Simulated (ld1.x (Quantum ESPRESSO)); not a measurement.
**silver TM: all-electron and pseudo phase curves**

Ag (Z = 47), norm-conserving Troullier–Martins (Kleinman–Bylander form), made with ld1.x (Quantum ESPRESSO) 7.5 (LDA (PZ), fully relativistic). Core [Ar] 3d10, reference 4s2 4p6 4d10 5s1 5p0. Waves: 4p (bound): rc 1.60 bohr; 4d (bound): rc 1.05 bohr; 4s (bound): rc 1.40 bohr. Local part: the s channel. Core correction: none.

Open shells are filled in proportion to 2j + 1 (rel_dist='average').

Occupied shells without a wave of their own: 5s. They enter only through the test configuration that unscreens the potential.

The phase is arctan(r·u′/u) with u = r·R(r), unwrapped; energies in Ry, scanned from -9 to 5 Ry. A pole is an energy at which the radial function vanishes at the test radius. The pseudo phase is shifted by a multiple of π to meet the all-electron one at the reference energy, and phase errors are pseudo minus all-electron; the curves can meet again beyond the range given. Levels narrower than the energy grid can be missing from the lists of poles.

| channel | radius (bohr) | reference energy (Ry) | poles, all-electron | poles, pseudo | unbroken range about the reference energy with phases within 0.05 rad | phase error 1 Ry above the reference energy (rad) |
| --- | --- | --- | --- | --- | --- | --- |
| s | 1.74 | -6.98 | -6.62 | -6.63 | below -1.6 | -0.003 |
| p1/2 | 1.74 | -4.57 | -4.01 | -4.01 | below 0.1 | -0.003 |
| p3/2 | 1.74 | -4.19 | -3.53 | -3.54 | below 0.0 | -0.004 |
| d3/2 | 1.74 | -0.59 | 0.91 | 0.86 | below 3.3 | -0.005 |
| d5/2 | 1.74 | -0.55 | 1.00 | 0.94 | below 3.2 | -0.006 |

The potential misses its own reference levels by up to 1.0 eV, so it is not fit for use.

Phases in the d5/2 channel:

```tsv
E (Ry)	all-electron	pseudo
-9.00	1.374	1.373
-8.76	1.371	1.371
-8.52	1.368	1.367
-8.28	1.365	1.364
-8.04	1.361	1.361
-7.80	1.358	1.357
-7.56	1.354	1.353
-7.32	1.350	1.349
-7.08	1.346	1.345
-6.84	1.341	1.340
-6.60	1.336	1.335
-6.36	1.331	1.329
-6.12	1.325	1.324
-5.88	1.319	1.318
-5.64	1.313	1.311
-5.40	1.305	1.304
-5.16	1.298	1.296
-4.92	1.289	1.287
-4.68	1.280	1.277
-4.44	1.269	1.266
-4.20	1.257	1.254
-3.96	1.243	1.240
-3.72	1.228	1.224
-3.48	1.210	1.206
-3.24	1.188	1.184
-3.00	1.163	1.158
-2.76	1.131	1.126
-2.52	1.091	1.085
-2.28	1.039	1.033
-2.04	0.968	0.961
-1.80	0.867	0.859
-1.56	0.714	0.705
-1.32	0.467	0.458
-1.08	0.078	0.070
-0.84	-0.413	-0.416
-0.60	-0.827	-0.827
-0.36	-1.093	-1.093
-0.12	-1.259	-1.261
0.12	-1.368	-1.371
0.36	-1.444	-1.449
0.60	-1.501	-1.508
0.84	-1.546	-1.554
1.08	-1.582	-1.592
1.32	-1.612	-1.625
1.56	-1.639	-1.653
1.80	-1.663	-1.680
2.04	-1.685	-1.705
2.28	-1.705	-1.729
2.52	-1.725	-1.754
2.76	-1.745	-1.779
3.00	-1.764	-1.805
3.24	-1.784	-1.833
3.48	-1.804	-1.864
3.72	-1.826	-1.899
3.96	-1.849	-1.939
4.20	-1.875	-1.987
4.44	-1.902	-2.045
4.68	-1.934	-2.119
4.92	-1.969	-2.214
```
